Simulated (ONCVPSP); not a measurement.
**Before and after: ONCV potential for iron (Fe)**

ONCVPSP 4.0.1 input, shortened (lines: element, Z, core and valence counts, functional; n l f; lmax; l rc ep ncon nbas qcut; lloc lpopt rc5 dvloc0; l nproj debl; icmod fcfact rcfact), PBEsol, scalar-relativistic:

```
  Fe 26.00    5    3  -116133      upf
    1    0    2.00
    2    0    2.00
    2    1    6.00
    3    0    2.00
    3    1    6.00
    3    2    6.00
    4    0    1.75
    4    1    0.25
    2
    0    2.40    0.00    3    6    3.20
    1    2.95    0.00    3    6    2.30
    2    1.60    0.00    3    8    8.60
    4    5    1.00    6.00
    0    2    0.90
    1    2    2.00
    2    2    1.50
    3    4.25    1.05
```

Change: functional PW91.

Cutoffs: the cutoffs (Ha) at which the residual kinetic energy of the hardest occupied pseudo-wave falls to 1 and 0.1 mHa per electron; they do not see the model core or the augmentation charge, which bear on the density cutoff. Errors are all-electron minus pseudo energies relative to the spin-unpolarised reference configuration.

Q: Predict the effect on cutoff, ghosts and configuration errors.

A: The potential gets neither clearly harder nor softer (32 Ha and 35 Ha → 32 Ha and 35 Ha); the lowest positive-energy flag moves from s at 2.2 eV to s at 1.2 eV; of the 3 tests that both files solve, the error grows in 1 and shrinks in 1 by more than 15 % and 0.3 meV (median size 2.6 → 0.8 meV); the range in which the s phases agree widens (upper end 0.1 → 2.6); neither file shows a bound ghost.

```tsv
quantity	base	changed
cutoff, loose	32 Ha	32 Ha
cutoff, tight	35 Ha	35 Ha
loose cutoff by channel	s 3.9 Ha, p 1.2 Ha, d 32 Ha	s 3.9 Ha, p 1.2 Ha, d 32 Ha
bound ghosts	none	none
GHOST(+) flags under 300 eV	s at 2.2 eV, p at 82.3 eV	s at 1.2 eV, p at 82.0 eV
tests with a reliable result	3 of 4	3 of 4
error for 3d6 4s2 4p0, meV [ΔE -1.01 → -1.00 eV]	+0.2	+0.3
error for 3d6 4s1 4p0, meV [ΔE 7.74 → 7.79 eV]	-2.6	+0.8
error for 3d6 4s0 4p1, meV [ΔE 12.81 → 12.87 eV]	+14	+20
s: phases at 2.43 bohr within 0.05 rad from the reference energy up to (Ha; the scan ends near 5)	0.1	2.6
p: phases at 3.00 bohr within 0.05 rad from the reference energy up to (Ha; the scan ends near 5)	2.8	2.8
d: phases at 1.62 bohr within 0.05 rad from the reference energy up to (Ha; the scan ends near 5)	to the end of the scan	to the end of the scan
rms error of d²Exc/dni dnj with the model core, mHa	4.76	4.94
```
